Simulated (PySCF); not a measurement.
PW91 on As (arsenic, neutral), [Ar] 3d10 4s2 4p2 4d1, one real determinant (an excited configuration). Calculation: PySCF 2.14, in dyall-av3z (24s17p11d2f, 144 functions); scalar relativity by spin-free X2C-1e.

```
cycle= 1 E= -2260.67518280087  delta_E= -0.0307  |g|= 0.116  |ddm|= 0.364
cycle= 2 E= -2260.67441607307  delta_E= 0.000767  |g|= 0.165  |ddm|= 0.069
cycle= 3 E= -2260.676501735  delta_E= -0.00209  |g|= 0.00766  |ddm|= 0.0242
cycle= 4 E= -2260.67650739501  delta_E= -5.66e-06  |g|= 0.000869  |ddm|= 0.00526
cycle= 5 E= -2260.67650756315  delta_E= -1.68e-07  |g|= 0.000211  |ddm|= 0.00123
cycle= 6 E= -2260.67650757617  delta_E= -1.3e-08  |g|= 7.08e-06  |ddm|= 0.000286
cycle= 7 E= -2260.67650757621  delta_E= -3.23e-11  |g|= 3.57e-07  |ddm|= 1.85e-05
converged SCF energy = -2260.67650757621  <S^2> = 3.7509613  2S+1 = 4.0004806
```

Highest occupied orbital energy: 0.235 eV; ⟨L²⟩ = 7.96; populations by l: s 8.01, p 14.00, d 10.99, f 0.00.

Can this result be used?

Not for this state. The calculation finished and met its thresholds. ⟨L²⟩ = 7.96 against 12 for a pure F term, so this real determinant mixes terms. The outer electron is Rydberg-like, and this basis confines it to a smaller radius and binds it less than a complete one would. At PW91 the highest occupied level has a positive energy, so only the finite basis holds that electron; for this excited configuration the basis is too tight for the outer shell.
